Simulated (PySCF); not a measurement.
C$_{2}$H$_{2}$N$_{3}$, doublet (typed; the unrestricted solution is spin-contaminated), geometry from GFN2-xTB, with bond 6-3 at 2.2 times its length; PySCF with B3LYP/STO-3G.

Here is a job for PySCF.
```python
from pyscf import gto, scf, dft

mol = gto.Mole()
mol.atom = '''
    C     1.151031   -0.077040   -0.133525
    N     0.387395   -1.129053   -0.114685
    N    -0.840805   -0.586186    0.056918
    C    -0.721066    0.756893    0.128450
    N     0.542278    1.094981    0.008618
    H    -2.647830   -1.872804    0.177548
    H    -1.539677    1.433696    0.262740
'''
mol.basis = 'sto-3g'
mol.charge = 0
mol.spin = 1
mol.verbose = 4
mol.build()

mf = dft.UKS(mol)
mf.xc = 'b3lyp'
mf.kernel()
mo_i, mo_e, stable_i, stable_e = mf.stability(internal=True, external=False, return_status=True, nroots=6, tol=1e-6)
print('internally stable:', stable_i, ' externally stable:', stable_e)
if not stable_i:
    umf = mf.copy()
    umf.scf_summary = {}
    umf.kernel(umf.make_rdm1(mo_i, mf.mo_occ))
```

Task: Predict the main parts of the log of this PySCF run.

Result: 
```
PySCF version 2.14.0

[INPUT] verbose = 4
[INPUT] num. atoms = 7
[INPUT] num. electrons = 35
[INPUT] charge = 0
[INPUT] spin (= nelec alpha-beta = 2S) = 1
[INPUT] symmetry False subgroup None
[INPUT] Mole.unit = angstrom
[INPUT] Symbol           X                Y                Z      unit          X                Y                Z       unit  Magmom
[INPUT]  1 C      1.151031000000  -0.077040000000  -0.133525000000 AA    2.175133350884  -0.145584500636  -0.252325680783 Bohr   0.0
[INPUT]  2 N      0.387395000000  -1.129053000000  -0.114685000000 AA    0.732070452026  -2.133600950119  -0.216723240596 Bohr   0.0
[INPUT]  3 N     -0.840805000000  -0.586186000000   0.056918000000 AA   -1.588891174165  -1.107730998054   0.107559431558 Bohr   0.0
[INPUT]  4 C     -0.721066000000   0.756893000000   0.128450000000 AA   -1.362617257736   1.430320475600   0.242735320700 Bohr   0.0
[INPUT]  5 N      0.542278000000   1.094981000000   0.008618000000 AA    1.024756903377   2.069214201602   0.016285659742 Bohr   0.0
[INPUT]  6 H     -2.647830000000  -1.872804000000   0.177548000000 AA   -5.003673524407  -3.539086644990   0.335517093964 Bohr   0.0
[INPUT]  7 H     -1.539677000000   1.433696000000   0.262740000000 AA   -2.909567850292   2.709292785884   0.496506641968 Bohr   0.0

nuclear repulsion = 154.146564693143
number of shells = 17
number of NR pGTOs = 81
number of NR cGTOs = 27
basis = sto-3g
ecp = {}

******** <class 'pyscf.dft.uks.UKS'> ********
method = UKS
initial guess = minao
damping factor = 0
level_shift factor = 0
DIIS = <class 'pyscf.scf.diis.CDIIS'>
diis_start_cycle = 1
diis_space = 8
diis_damp = 0
SCF conv_tol = 1e-09
SCF conv_tol_grad = None
SCF max_cycles = 50
direct_scf = True
direct_scf_tol = 1e-13
number electrons alpha = 18  beta = 17
XC library pyscf.dft.libxc version 7.1.2
    S. Lehtola, C. Steigemann, M. J. T. Oliveira, and M. A. L. Marques,  SoftwareX 7, 1–5 (2018)
XC functionals = b3lyp
    P. J. Stephens, F. J. Devlin, C. F. Chabalowski, and M. J. Frisch,  J. Phys. Chem. 98, 11623 (1994)
radial grids:
    Treutler-Ahlrichs [JCP 102, 346 (1995); DOI:10.1063/1.469408] (M4) radial grids

becke partition: Becke, JCP 88, 2547 (1988); DOI:10.1063/1.454033
pruning grids: <function nwchem_prune>
grids dens level: 3
symmetrized grids: False
atomic radii adjust function: <function treutler_atomic_radii_adjust>
small_rho_cutoff = 0
Set gradient conv threshold to 3.16228e-05
tot grids = 89560
init E= -239.422610677251

cycle= 1 E= -238.028948468092  delta_E= 1.39  |g|= 0.354  |ddm|= 3.05
cycle= 2 E= -236.782560454524  delta_E= 1.25  |g|= 1.11  |ddm|= 2.47
cycle= 3 E= -237.934492889602  delta_E= -1.15  |g|= 0.612  |ddm|= 2.48
cycle= 4 E= -238.134898042915  delta_E= -0.2  |g|= 0.149  |ddm|= 0.921
cycle= 5 E= -238.155726357596  delta_E= -0.0208  |g|= 0.136  |ddm|= 0.663
cycle= 6 E= -238.179031406987  delta_E= -0.0233  |g|= 0.0496  |ddm|= 0.369
cycle= 7 E= -238.184221053232  delta_E= -0.00519  |g|= 0.0287  |ddm|= 0.142
cycle= 8 E= -238.190300181484  delta_E= -0.00608  |g|= 0.0204  |ddm|= 0.237
cycle= 9 E= -238.192246394395  delta_E= -0.00195  |g|= 0.0151  |ddm|= 0.266
cycle= 10 E= -238.192748855079  delta_E= -0.000502  |g|= 0.00735  |ddm|= 0.0558
cycle= 11 E= -238.192740354259  delta_E= 8.5e-06  |g|= 0.00502  |ddm|= 0.0664
cycle= 12 E= -238.192845020061  delta_E= -0.000105  |g|= 0.00218  |ddm|= 0.0294
cycle= 13 E= -238.19287751656  delta_E= -3.25e-05  |g|= 0.000886  |ddm|= 0.033
cycle= 14 E= -238.192878973035  delta_E= -1.46e-06  |g|= 0.000701  |ddm|= 0.0149
cycle= 15 E= -238.192881006295  delta_E= -2.03e-06  |g|= 0.000251  |ddm|= 0.00651
cycle= 16 E= -238.192881166908  delta_E= -1.61e-07  |g|= 7.43e-05  |ddm|= 0.00311
cycle= 17 E= -238.192881173321  delta_E= -6.41e-09  |g|= 3.75e-05  |ddm|= 0.000681
cycle= 18 E= -238.192881176516  delta_E= -3.2e-09  |g|= 1.44e-05  |ddm|= 0.000397
cycle= 19 E= -238.192881177418  delta_E= -9.02e-10  |g|= 8.29e-06  |ddm|= 0.000172
Extra cycle  E= -238.192881177438  delta_E= -2e-11  |g|= 1.33e-05  |ddm|= 4.48e-05
converged SCF energy = -238.192881177438  <S^2> = 1.4327639  2S+1 = 2.5944278
uhf_internal: lowest eigs of H = [0.04547235 0.06116627 0.06710734 0.09270962 0.20795292 0.23990683]
<class 'pyscf.dft.uks.UKS'> wavefunction is stable in the internal stability analysis
internally stable: True  externally stable: None
```
